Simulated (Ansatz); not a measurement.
`C[O][GeH]` + H₂O → `[OH][GeH]` + CH₃OH at 700 K and 1 bar (formal hydrolysis of a Ge–O bond).

Isolated molecules relaxed with PBE0-D4/def2-TZVP in Ansatz; ΔE leaves out vibrations. CCSD(T)/CBS is the MP2 limit (def2-TZVPP, def2-QZVPP) plus CCSD(T) − MP2 in def2-TZVPP, frozen cores. This one scheme is used for every species. For Ge outer-core shells are correlated without core-valence functions, which leaves a few kJ/mol of doubt a bond. Scalar relativity is left out up to krypton.

```
    species  CCSD(T)/CBS energy (Eh)  H − E (kJ/mol)  S (J/(mol·K))
`C[O][GeH]`              -2191.71863           175.7          364.6
        H₂O                -76.37941            80.5          218.4
`[OH][GeH]`              -2152.47759            86.1          302.2
      CH₃OH               -115.61712           170.8          288.5
```

H − E and S are ideal-gas, rigid-rotor, harmonic terms from PBE0-D4/def2-TZVP. 1 Eh = 2625.50 kJ/mol, R = 8.31446 J/(mol·K).

By hand: ΔE, ΔH, ΔS and ΔG.

ΔE = (-2152.47759) + (-115.61712) − (-2191.71863) − (-76.37941) = 0.00333 Eh = 8.7 kJ/mol. Δ(H − E) = 86.1 + 170.8 − 175.7 − 80.5 = 0.7, so ΔH = 9.4 kJ/mol. ΔS = 302.2 + 288.5 − 364.6 − 218.4 = 7.7 J/(mol·K). ΔG = 9.4 − 700 × (7.7)/1000 = 4.0 kJ/mol.

By hand: the equilibrium constant, and the temperature at which ΔG would vanish if ΔH and ΔS stayed fixed.

log₁₀ K = −ΔG/(RT ln 10) = -0.3. ΔG = 0 at ΔH/ΔS = 1221 K, though so small a ΔH makes that figure unsure.

TΔS isn't small against ΔH here. The sign of ΔG lies within the doubt. A doubt of 5 kJ/mol in ΔE shifts log₁₀ K by 0.4 here. These are equilibria of isolated gas molecules and say nothing of rates. Largest T1 diagnostic: 0.016 (customary marks: 0.02 for closed shells, 0.045 for open ones).
